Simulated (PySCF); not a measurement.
Molecule: SMILES C1CC(=O)NC1=O, C4H5NO2.

Numbering as in the mapped SMILES `[O:1]=[C:2]1[CH2:3][CH2:4][C:5](=[O:6])[NH:7]1`. Each H is labelled by its parent atom.

Geometry PBE0-D3(BJ)/def2-SVP throughout; GIAO in PySCF 2.14, gas phase, one conformer, non-relativistic; equivalent atoms averaged; functional PBE0.

**Question.** How do the shifts δ (against H2O, TMS, NH3 at the same level) depend on the basis set? (ppm; last column core-seconds on shared hosts with different chips, so compare them loosely)

**Answer.** 
```tsv
basis set	functions	O1/O6	C2/C5	C3/C4	N7	H(N7)	H(C3)/H(C4)	core-s
STO-3G	40	417.2	113.3	29.5	103.2	6.68	2.33	3.3
pcSseg-0	73	518.4	186.5	32.2	191.6	5.38	2.90	5.1
6-31G	73	438.4	167.9	30.7	170.9	5.87	2.59	6.7
6-31G*	108	406.5	163.5	28.3	167.9	5.64	2.31	9.9
cc-pVDZ	123	435.2	168.8	29.5	185.0	6.06	2.16	11
def2-SVP	123	437.4	169.3	27.4	182.7	5.94	2.11	10
pcSseg-1	144	467.3	177.0	30.5	199.3	6.33	2.43	11
aug-cc-pVDZ	206	416.1	173.3	30.1	183.6	6.80	2.56	23
6-311+G(2d,p)	219	436.6	176.7	30.6	194.5	6.62	2.50	25
def2-TZVP	247	447.2	178.1	31.1	197.9	6.50	2.46	29
cc-pVTZ	280	448.4	176.7	30.7	196.1	6.59	2.45	36
IGLO-III	295	448.8	181.9	31.6	199.2	6.70	2.55	38
pcSseg-2	322	452.9	183.4	31.9	199.7	6.82	2.51	47
```

**Question.** Which nucleus moves most, in ppm?

**Answer.** O1/O6 (amide-type carbonyl oxygen): from 406.5 ppm with 6-31G* to 518.4 ppm with pcSseg-0. The smallest spread is 0.79 ppm, at H(C3)/H(C4). Proton shifts span only some 12 ppm, so a few tenths of a ppm matter as much there as several ppm in carbon.

**Question.** Taking the largest basis, pcSseg-2 (322 functions), as the yardstick, rank the others by their worst heavy-atom deviation.

**Answer.** IGLO-III 4.1 ppm (295 functions), def2-TZVP 5.7 ppm (247 functions), cc-pVTZ 6.6 ppm (280 functions), pcSseg-1 14.4 ppm (144 functions), 6-311+G(2d,p) 16.2 ppm (219 functions), def2-SVP 17.0 ppm (123 functions), cc-pVDZ 17.6 ppm (123 functions), 6-31G 28.8 ppm (73 functions), aug-cc-pVDZ 36.8 ppm (206 functions), 6-31G* 46.4 ppm (108 functions), pcSseg-0 65.5 ppm (73 functions), STO-3G 96.6 ppm (40 functions).

A small basis that lands close on one nucleus may do so by chance; judge by the trend and by all nuclei.
